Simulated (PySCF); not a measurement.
C3H2N, doublet (typed; the unrestricted solution is spin-contaminated), geometry from GFN2-xTB; PySCF with CCSD(T)/6-31G.

Input for PySCF:
```python
from pyscf import gto, scf, cc

mol = gto.M(
    atom='''
C    -0.15895887   -1.79696753    0.01837023
C    -0.04522191   -0.51121592    0.00522611
C     0.07111146    0.80388707   -0.00821806
H    -1.12145639   -2.29501249    0.00644536
H     0.70119490   -2.45587860    0.04212256
N     0.17409677    1.96809562   -0.02011966
''',
    basis='6-31g',
    spin=1,
    verbose=4,
)

mf = scf.UHF(mol)
mf.kernel()

mycc = cc.CCSD(mf, frozen=4)
mycc.kernel()
et = mycc.ccsd_t()
print('E(CCSD(T)) = %.10f' % (mycc.e_tot + et))
mf.analyze()
```

Output, abridged:

```
PySCF version 2.14.0

[INPUT] verbose = 4
[INPUT] num. atoms = 6
[INPUT] num. electrons = 27
[INPUT] charge = 0
[INPUT] spin (= nelec alpha-beta = 2S) = 1
[INPUT] symmetry False subgroup None
[INPUT] Mole.unit = angstrom
[INPUT] Symbol           X                Y                Z      unit          X                Y                Z       unit  Magmom
[INPUT]  1 C     -0.158958870000  -1.796967530000   0.018370230000 AA   -0.300388729370  -3.395776486436   0.034714703545 Bohr   0.0
[INPUT]  2 C     -0.045221910000  -0.511215920000   0.005226110000 AA   -0.085457024730  -0.966058079318   0.009875916597 Bohr   0.0
[INPUT]  3 C      0.071111460000   0.803887070000  -0.008218060000 AA    0.134381183718   1.519126397379  -0.015529882675 Bohr   0.0
[INPUT]  4 H     -1.121456390000  -2.295012490000   0.006445360000 AA   -2.119245437743  -4.336945058556   0.012179965174 Bohr   0.0
[INPUT]  5 H      0.701194900000  -2.455878600000   0.042122560000 AA    1.325066320942  -4.640937949180   0.079600102066 Bohr   0.0
[INPUT]  6 N      0.174096770000   1.968095620000  -0.020119660000 AA    0.328995214471   3.719161708756  -0.038020647119 Bohr   0.0

nuclear repulsion = 83.0784260858971
number of shells = 24
number of NR pGTOs = 96
number of NR cGTOs = 40
basis = 6-31g
ecp = {}

******** <class 'pyscf.scf.uhf.UHF'> ********
method = UHF
initial guess = minao
damping factor = 0
level_shift factor = 0
DIIS = <class 'pyscf.scf.diis.CDIIS'>
diis_start_cycle = 1
diis_space = 8
diis_damp = 0
SCF conv_tol = 1e-09
SCF conv_tol_grad = None
SCF max_cycles = 50
direct_scf = True
direct_scf_tol = 1e-13
number electrons alpha = 14  beta = 13
Set gradient conv threshold to 3.16228e-05
init E= -169.885885850689

cycle= 1 E= -168.939080874437  delta_E= 0.947  |g|= 0.364  |ddm|= 2.02
cycle= 2 E= -168.990459861185  delta_E= -0.0514  |g|= 0.331  |ddm|= 0.945
cycle= 3 E= -169.042053388332  delta_E= -0.0516  |g|= 0.0636  |ddm|= 0.533
cycle= 4 E= -169.048473448604  delta_E= -0.00642  |g|= 0.0358  |ddm|= 0.131
cycle= 5 E= -169.051195339994  delta_E= -0.00272  |g|= 0.027  |ddm|= 0.0736
cycle= 6 E= -169.05386774841  delta_E= -0.00267  |g|= 0.0232  |ddm|= 0.0751
cycle= 7 E= -169.056339829359  delta_E= -0.00247  |g|= 0.022  |ddm|= 0.0711
cycle= 8 E= -169.058858604133  delta_E= -0.00252  |g|= 0.0215  |ddm|= 0.0723
cycle= 9 E= -169.063450724479  delta_E= -0.00459  |g|= 0.0186  |ddm|= 0.142
cycle= 10 E= -169.067554829624  delta_E= -0.0041  |g|= 0.0064  |ddm|= 0.281
cycle= 11 E= -169.067409681257  delta_E= 0.000145  |g|= 0.00591  |ddm|= 0.0866
cycle= 12 E= -169.067655481007  delta_E= -0.000246  |g|= 0.00199  |ddm|= 0.0735
cycle= 13 E= -169.06767434123  delta_E= -1.89e-05  |g|= 0.000811  |ddm|= 0.022
cycle= 14 E= -169.067677492073  delta_E= -3.15e-06  |g|= 0.000346  |ddm|= 0.0092
cycle= 15 E= -169.067678159292  delta_E= -6.67e-07  |g|= 0.000118  |ddm|= 0.00201
cycle= 16 E= -169.067678175842  delta_E= -1.66e-08  |g|= 9.33e-05  |ddm|= 0.000253
cycle= 17 E= -169.067678226539  delta_E= -5.07e-08  |g|= 3.13e-05  |ddm|= 0.000965
cycle= 18 E= -169.067678231316  delta_E= -4.78e-09  |g|= 1.18e-05  |ddm|= 0.00022
cycle= 19 E= -169.067678231697  delta_E= -3.81e-10  |g|= 4.06e-06  |ddm|= 4.37e-05
Extra cycle  E= -169.067678231718  delta_E= -2.09e-11  |g|= 2.47e-06  |ddm|= 7.15e-06
converged SCF energy = -169.067678231718  <S^2> = 1.4429536  2S+1 = 2.602271

******** <class 'pyscf.cc.uccsd.UCCSD'> ********
CC2 = 0
CCSD nocc = (np.int64(10), np.int64(9)), nmo = (36, 36)
frozen orbitals 4
max_cycle = 50
direct = 0
conv_tol = 1e-07
conv_tol_normt = 1e-06
diis_space = 6
diis_start_cycle = 0
diis_start_energy_diff = 1e+09
Init t2, MP2 energy = -0.294546423073246
Init E_corr(UCCSD) = -0.294546423079085
cycle = 1  E_corr(UCCSD) = -0.310523165446941  dE = -0.0159767424  norm(t1,t2) = 0.126551
cycle = 2  E_corr(UCCSD) = -0.327824293452315  dE = -0.017301128  norm(t1,t2) = 0.0702976
cycle = 3  E_corr(UCCSD) = -0.345969559585031  dE = -0.0181452661  norm(t1,t2) = 0.0546899
cycle = 4  E_corr(UCCSD) = -0.355003912519495  dE = -0.00903435293  norm(t1,t2) = 0.0248138
cycle = 5  E_corr(UCCSD) = -0.354873277828261  dE = 0.000130634691  norm(t1,t2) = 0.0138922
cycle = 6  E_corr(UCCSD) = -0.355602313053015  dE = -0.000729035225  norm(t1,t2) = 0.0054036
cycle = 7  E_corr(UCCSD) = -0.355910470416981  dE = -0.000308157364  norm(t1,t2) = 0.00255449
cycle = 8  E_corr(UCCSD) = -0.355848496654414  dE = 6.19737626e-05  norm(t1,t2) = 0.000913783
cycle = 9  E_corr(UCCSD) = -0.355890126754383  dE = -4.16301e-05  norm(t1,t2) = 0.000505752
cycle = 10  E_corr(UCCSD) = -0.355885257260282  dE = 4.8694941e-06  norm(t1,t2) = 0.000202931
cycle = 11  E_corr(UCCSD) = -0.355881526345543  dE = 3.73091474e-06  norm(t1,t2) = 0.000105746
cycle = 12  E_corr(UCCSD) = -0.355876621793085  dE = 4.90455246e-06  norm(t1,t2) = 5.92848e-05
cycle = 13  E_corr(UCCSD) = -0.355870864958255  dE = 5.75683483e-06  norm(t1,t2) = 3.24532e-05
cycle = 14  E_corr(UCCSD) = -0.355868580927196  dE = 2.28403106e-06  norm(t1,t2) = 1.75556e-05
cycle = 15  E_corr(UCCSD) = -0.355867282985264  dE = 1.29794193e-06  norm(t1,t2) = 1.06521e-05
cycle = 16  E_corr(UCCSD) = -0.355867035358373  dE = 2.47626891e-07  norm(t1,t2) = 4.44847e-06
cycle = 17  E_corr(UCCSD) = -0.3558670279846  dE = 7.37377293e-09  norm(t1,t2) = 2.07127e-06
cycle = 18  E_corr(UCCSD) = -0.355866928806057  dE = 9.91785424e-08  norm(t1,t2) = 1.19881e-06
cycle = 19  E_corr(UCCSD) = -0.355866862621334  dE = 6.61847233e-08  norm(t1,t2) = 6.63161e-07
UCCSD converged
E(UCCSD) = -169.4235450943394  E_corr = -0.3558668626213339
UCCSD(T) correction = -0.0131120064400769
E(CCSD(T)) = -169.4366571008
**** SCF Summaries ****
Total Energy =                        -169.067678231718048
Nuclear Repulsion Energy =              83.078426085897135
One-electron Energy =                 -391.487370236717766
Two-electron Energy =                  139.341265919102597
Two-electron Coulomb Energy =          162.208202352456937
DFT Exchange-Correlation Energy =      -22.866936433354340
**** MO energy ****
                             alpha | beta                alpha | beta
MO #1   energy= -15.6310013641177  | -15.5921821842173  occ= 1 | 1
MO #2   energy= -11.3092130632745  | -11.3137316998787  occ= 1 | 1
MO #3   energy= -11.2866498331946  | -11.2895724211831  occ= 1 | 1
MO #4   energy= -11.2688941276072  | -11.272736275011   occ= 1 | 1
MO #5   energy= -1.29431126449953  | -1.23642073651764  occ= 1 | 1
MO #6   energy= -1.11764965766806  | -1.07757318312826  occ= 1 | 1
MO #7   energy= -0.919606509387474 | -0.920041669232501 occ= 1 | 1
MO #8   energy= -0.706800620780563 | -0.699067791849097 occ= 1 | 1
MO #9   energy= -0.662429465281604 | -0.629994574029814 occ= 1 | 1
MO #10  energy= -0.608009596715787 | -0.536603268414521 occ= 1 | 1
MO #11  energy= -0.573095318906717 | -0.535415758950539 occ= 1 | 1
MO #12  energy= -0.567440608255608 | -0.499622944823963 occ= 1 | 1
MO #13  energy= -0.44357006111017  | -0.421597649653993 occ= 1 | 1
MO #14  energy= -0.391605138035333 | 0.0861925155300858 occ= 1 | 0
MO #15  energy= 0.1061190859974    | 0.116849242171143  occ= 0 | 0
MO #16  energy= 0.237057244606022  | 0.248304278846361  occ= 0 | 0
MO #17  energy= 0.254624198009991  | 0.275532698227593  occ= 0 | 0
MO #18  energy= 0.338400511577649  | 0.363759036597468  occ= 0 | 0
MO #19  energy= 0.355172767376967  | 0.367481575754035  occ= 0 | 0
MO #20  energy= 0.364106567444862  | 0.397872787859616  occ= 0 | 0
MO #21  energy= 0.46126792143691   | 0.468264429413628  occ= 0 | 0
MO #22  energy= 0.508539729958592  | 0.516798698368752  occ= 0 | 0

To work with the spin densities directly, `use mulliken_meta_spin()` only printing them here.

 ** Mulliken spin pop alpha/beta on meta-lowdin orthogonal AOs **
 ** Mulliken Spin Density (per AO)  **
spin_pop of  0 C 1s        0.00000
spin_pop of  0 C 2s       -0.06932
spin_pop of  0 C 3s        0.00119
spin_pop of  0 C 2px      -0.06668
spin_pop of  0 C 2py      -0.06395
spin_pop of  0 C 2pz      -0.57239
spin_pop of  0 C 3px       0.00096
spin_pop of  0 C 3py       0.00001
spin_pop of  0 C 3pz      -0.00207
spin_pop of  1 C 1s       -0.00001
spin_pop of  1 C 2s        0.11078
spin_pop of  1 C 3s       -0.00245
spin_pop of  1 C 2px       0.71298
spin_pop of  1 C 2py       0.05733
spin_pop of  1 C 2pz       0.45933
spin_pop of  1 C 3px       0.00287
spin_pop of  1 C 3py      -0.00030
spin_pop of  1 C 3pz       0.00054
spin_pop of  2 C 1s        0.00001
spin_pop of  2 C 2s       -0.09501
spin_pop of  2 C 3s        0.00123
spin_pop of  2 C 2px      -0.37383
spin_pop of  2 C 2py      -0.05440
spin_pop of  2 C 2pz      -0.38059
spin_pop of  2 C 3px       0.00056
spin_pop of  2 C 3py      -0.00122
spin_pop of  2 C 3pz       0.00015
spin_pop of  3 H 1s        0.09298
spin_pop of  3 H 2s       -0.00034
spin_pop of  4 H 1s        0.09298
spin_pop of  4 H 2s       -0.00034
spin_pop of  5 N 1s       -0.00001
spin_pop of  5 N 2s        0.03544
spin_pop of  5 N 3s       -0.00160
spin_pop of  5 N 2px       0.58858
spin_pop of  5 N 2py       0.03014
spin_pop of  5 N 2pz       0.49458
spin_pop of  5 N 3px       0.00162
spin_pop of  5 N 3py      -0.00057
spin_pop of  5 N 3pz       0.00077
 ** Mulliken Spin Density (per atom)  **
spin density of  0 C =     -0.77223
spin density of  1 C =      1.34108
spin density of  2 C =     -0.90309
spin density of  3 H =      0.09264
spin density of  4 H =      0.09264
spin density of  5 N =      1.14896
 ** Mulliken pop alpha/beta on meta-lowdin orthogonal AOs **
 ** Mulliken pop       alpha | beta **
pop of  0 C 1s        0.99999 | 0.99999
pop of  0 C 2s        0.45962 | 0.52894
pop of  0 C 3s        0.00384 | 0.00265
pop of  0 C 2px       0.53266 | 0.59934
pop of  0 C 2py       0.50472 | 0.56867
pop of  0 C 2pz       0.20098 | 0.77337
pop of  0 C 3px       0.00228 | 0.00132
pop of  0 C 3py       0.00567 | 0.00566
pop of  0 C 3pz       0.00006 | 0.00214
pop of  1 C 1s        0.99999 | 0.99999
pop of  1 C 2s        0.51490 | 0.40412
pop of  1 C 3s        0.00473 | 0.00718
pop of  1 C 2px       0.83238 | 0.11940
pop of  1 C 2py       0.57300 | 0.51567
pop of  1 C 2pz       0.73044 | 0.27111
pop of  1 C 3px       0.00443 | 0.00156
pop of  1 C 3py       0.00482 | 0.00511
pop of  1 C 3pz       0.00124 | 0.00070
pop of  2 C 1s        0.99999 | 0.99999
pop of  2 C 2s        0.38426 | 0.47927
pop of  2 C 3s        0.01056 | 0.00933
pop of  2 C 2px       0.31783 | 0.69166
pop of  2 C 2py       0.49594 | 0.55034
pop of  2 C 2pz       0.29733 | 0.67791
pop of  2 C 3px       0.00069 | 0.00013
pop of  2 C 3py       0.01004 | 0.01126
pop of  2 C 3pz       0.00070 | 0.00055
pop of  3 H 1s        0.47385 | 0.38087
pop of  3 H 2s        0.00486 | 0.00520
pop of  4 H 1s        0.47385 | 0.38087
pop of  4 H 2s        0.00486 | 0.00520
pop of  5 N 1s        0.99998 | 0.99999
pop of  5 N 2s        0.80587 | 0.77043
pop of  5 N 3s        0.00863 | 0.01023
pop of  5 N 2px       0.81931 | 0.23073
pop of  5 N 2py       0.74231 | 0.71217
pop of  5 N 2pz       0.76858 | 0.27400
pop of  5 N 3px       0.00173 | 0.00012
pop of  5 N 3py       0.00216 | 0.00272
pop of  5 N 3pz       0.00089 | 0.00012
In total            14.00000 | 13.00000
 ** Mulliken atomic charges   ( Nelec_alpha | Nelec_beta ) **
charge of  0C =     -0.19190  (     2.70983      3.48207 )
charge of  1C =      0.00921  (     3.66594      2.32485 )
charge of  2C =      0.06220  (     2.51735      3.42044 )
charge of  3H =      0.13523  (     0.47871      0.38607 )
charge of  4H =      0.13522  (     0.47871      0.38607 )
charge of  5N =     -0.14997  (     4.14946      3.00050 )
Dipole moment(X, Y, Z, Debye): -0.33025, -3.73329,  0.03817
```
